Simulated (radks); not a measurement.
Tm39+, 30 electrons, occupied as [Ar] 3d10 4s2.

Calculated with a radial shooting solver on a logarithmic mesh with Libxc functionals: Dirac Kohn-Sham, PBE, spin-unpolarised, spherical densities, finite nucleus; Fermi nuclear charge, rms radius 5.2256 fm.

Energy parts (Ry):
total: -25271.0716
kinetic: 28151.5785
electron-nucleus: -58302.6635
Hartree: 5322.9376
exchange-correlation: -442.9243

Orbitals (lengths in bohr, moments of r in powers of bohr; <r^-3> diverges for s and p1/2; r(90%) holds 90 % of the orbital's charge):
| orbital | occ. | eigenvalue (Ry) | <r^2> | <r^4> | <r^-3> | r(90%) |
|---|---|---|---|---|---|---|
| 1s1/2 | 2 | -4481.982 | 0.0005485 | 8.078e-07 | - | 0.0363 |
| 2s1/2 | 2 | -861.9181 | 0.008424 | 0.0001232 | - | 0.131 |
| 2p1/2 | 2 | -828.2367 | 0.006061 | 0.00007506 | - | 0.116 |
| 2p3/2 | 4 | -755.8881 | 0.007266 | 0.0001033 | 12870 | 0.125 |
| 3s1/2 | 2 | -286.7294 | 0.05375 | 0.004316 | - | 0.318 |
| 3p1/2 | 2 | -272.1184 | 0.04940 | 0.003812 | - | 0.309 |
| 3p3/2 | 4 | -256.2190 | 0.05553 | 0.004763 | 2950 | 0.326 |
| 3d3/2 | 4 | -231.7699 | 0.04302 | 0.003203 | 506.7 | 0.297 |
| 3d5/2 | 6 | -228.2378 | 0.04469 | 0.003428 | 441.5 | 0.302 |
| 4s1/2 | 2 | -137.8025 | 0.2122 | 0.06231 | - | 0.614 |

The highest occupied level is 4s1/2 at -1874.9 eV. The density falls to 0.001 e/bohr^3 at r = 1.00 bohr. For comparison, the ionisation energy in NIST's Atomic Spectra Database is 1889 eV (theoretical). In exact Kohn-Sham theory the highest level is minus the ionisation energy, but local and semilocal functionals leave it too shallow, through self-interaction and a potential that decays too fast; potentials with the right tail come closer. The electron density at the nucleus is 9.522e+05 e/bohr^3. Summed over all electrons, <r^2> = 1.352 bohr^2, which gives a Langevin (diamagnetic) susceptibility term of -1.07 x 10^-6 cm^3/mol.
